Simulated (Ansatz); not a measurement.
Species: BHF, net charge 0, doublet state. SMILES: [BH]F
Geometry: optimised at B3LYP-D3(BJ)/def2-TZVP (Ansatz, an electronic-structure program).

Wanted: atomisation energy, in kcal/mol. Conventions: frozen cores in correlated levels; non-relativistic; atomisation electronic, to ground-state atoms; no spin-orbit coupling; UHF or UKS for open shells; no dispersion term unless named; 6-31G* and kin with 6d, 5d where marked. CBS marks a two-point X^-3 extrapolation of the correlation energy; Hartree-Fock from the larger set. Ab initio and DFT rows: single points at B3LYP-D3(BJ) geometries (Ansatz).

```
species      coefficient  E at B3LYP/6-31G* (Ansatz), Eh  E at PBE0/def2-TZVPD (Ansatz), Eh
-----------  -----------  ------------------------------  ---------------------------------
[BH]F (BHF)           -1                      -125.24954                         -125.17175
B atom                +1                       -24.65435                          -24.61833
F atom                +1                       -99.71553                          -99.67703
H atom                +1                        -0.50027                           -0.50104
```

Coupled cluster (Ansatz) is a level with limits of its own, used here on species with T1 under 0.025 (0.045 for open shells) and stable references: CCSD(T)/CBS(aug-cc-pVTZ,aug-cc-pVQZ). Value to compare with, CCSD(T)/CBS(aug-cc-pVTZ,aug-cc-pVQZ) (Ansatz): 233.0 kcal/mol. 1 Eh = 627.5095 kcal/mol.

**Question.** Compute it at each level from the table, and compare with CCSD(T)/CBS(aug-cc-pVTZ,aug-cc-pVQZ) (Ansatz).

**Answer.** 
- B3LYP/6-31G*: the sum of coefficient times E is 0.37939 Eh, or 238.07 kcal/mol. Result: 238.1 kcal/mol. Its difference against CCSD(T)/CBS(aug-cc-pVTZ,aug-cc-pVQZ) (Ansatz) is 5.1 kcal/mol.
- PBE0/def2-TZVPD: the sum of coefficient times E is 0.37535 Eh, or 235.54 kcal/mol. Result: 235.5 kcal/mol. Its difference against CCSD(T)/CBS(aug-cc-pVTZ,aug-cc-pVQZ) (Ansatz) is 2.5 kcal/mol.
